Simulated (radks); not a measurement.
Problem. Species: Zn+. Configuration: [Ar] 3d9.5 4s1 4p0.5 (fractional occupations, a model configuration). Calculated with a radial shooting solver on a logarithmic mesh with Libxc functionals: Dirac Kohn-Sham, LDA (Slater exchange, Perdew-Wang correlation), spin-unpolarised, spherical densities, finite nucleus; open shells are shared between the two j in proportion to 2j + 1; Fermi nuclear charge, rms radius 3.9283 fm. Some entries of the table are withheld. Estimate them.

orbital,occ.,eigenvalue (Ry),r(max) (bohr)
1s1/2,2,-699.6268,0.03296
2s1/2,2,-86.01206,0.1897
2p1/2,2,-75.96466,0.1502
2p3/2,4,-74.21410,0.1530
3s1/2,2,(1),0.5884
3p1/2,2,(2),0.5860
3p3/2,4,(3),0.5943
3d3/2,3.8,-1.79036,0.5588
3d5/2,5.7,-1.76278,0.5618
4s1/2,1,-1.16268,1.927
4p1/2,0.166667,-0.67420,(4)
4p3/2,0.333333,-0.66306,(5)

Solution. 
(1) 3s1/2 eigenvalue (Ry): -10.49750
(2) 3p1/2 eigenvalue (Ry): -7.31230
(3) 3p3/2 eigenvalue (Ry): -7.08467
(4) 4p1/2 r(max) (bohr): 2.390
(5) 4p3/2 r(max) (bohr): 2.424
